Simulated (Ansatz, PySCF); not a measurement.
Gas-phase reaction (SMILES): CNB(C)NC + 5 [H][H] (H2) → B (BH3) + 3 C (CH4) + 2 N (NH3); energy of full hydrogenation.

Structures are relaxed separately at B3LYP-D3(BJ)/def2-TZVP in Ansatz (a first-principles code), one conformer each, not searched for the lowest. Correlated levels leave the core frozen unless marked. No spin-orbit coupling. No relativistic terms. CBS(X,Y): correlation extrapolated as X^-3; Hartree-Fock from the larger set. Thermal terms are rigid-rotor harmonic-oscillator values from B3LYP-D3(BJ) frequencies (Ansatz or PySCF) at 298.15 K and 1 atm. 1 Eh = 627.5095 kcal/mol.

```csv
species,"E, CCSD(T)/CBS(cc-pVTZ,cc-pVQZ) (Ansatz) (Eh)","E, PBE-D3(BJ)/def2-TZVPD (Ansatz + dftd3) (Eh)",H - E (Eh)
CNB(C)NC,-255.04597,-255.13386,0.16085
[H][H] (H2),-1.17450,-1.16598,0.01336
B (BH3),-26.54901,-26.55313,0.03008
C (CH4),-40.45816,-40.46420,0.04840
N (NH3),-56.50369,-56.51114,0.03799
```

Task: Work out ΔE and ΔH at 298.15 K at the first level, then ΔH at the second.

Result: 
1. ΔE = [(-26.54901) + 3×(-40.45816) + 2×(-56.50369)] - [(-255.04597) + 5×(-1.17450)] = -0.01240 Eh = -7.8 kcal/mol at CCSD(T)/CBS(cc-pVTZ,cc-pVQZ).
2. The terms H - E add up to 0.02361 Eh, so ΔH = (-0.01240 + (0.02361))×627.5095 = 7.0 kcal/mol.
3. At PBE-D3(BJ)/def2-TZVPD the same steps give ΔE = -2.7 and ΔH = 12.1 kcal/mol, a shift of +5.1 from the first level.
4. These values are not checked against measurement here, since the tables used lack a sound gas-phase enthalpy of formation for at least one species.
